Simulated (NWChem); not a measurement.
System: Si₂H₃ClF₂; SMILES F[Si](F)([SiH3])Cl

The following NWChem deck was run.

```
start job
memory heap 200 mb stack 900 mb global 1100 mb
geometry units angstroms
  F      1.318820    -0.310683     1.304803
  Si     0.368401    -0.094247     0.001047
  F      1.318814    -0.305941    -1.303490
  Si    -0.616054     2.023438     0.004810
  Cl    -1.059047    -1.582319    -0.001676
  H     -1.465213     2.149039    -1.227133
  H     -1.471105     2.141955     1.233398
  H      0.449662     3.081757     0.010566
end
basis spherical
  * library 3-21g
end
dft
  xc b3lyp
  iterations 150
end
driver
  maxiter 120
end
task dft optimize
task dft freq
```

B3LYP is NWChem's, with the RPA form of VWN correlation.

The level has its own optimisation; frequencies are unscaled.

### Question
Give the results of this calculation. (B3LYP/3-21G.) Quantities: r F–Si (Å); r Si–Si (Å); r Cl–Si (Å); r H–Si (Å); highest harmonic frequency (cm⁻¹); lowest (cm⁻¹); zero-point energy (kcal/mol); dipole (D).

### Answer
The r F–Si (Å) comes out as 1.642, the r Si–Si (Å) is 2.324 and the r Cl–Si (Å) is 2.161. The r H–Si (Å) is 1.490, the highest harmonic frequency (cm⁻¹) is 2251 and the lowest (cm⁻¹) comes out as 105. The zero-point energy (kcal/mol) is 20.6 and the dipole (D) is 3.40.
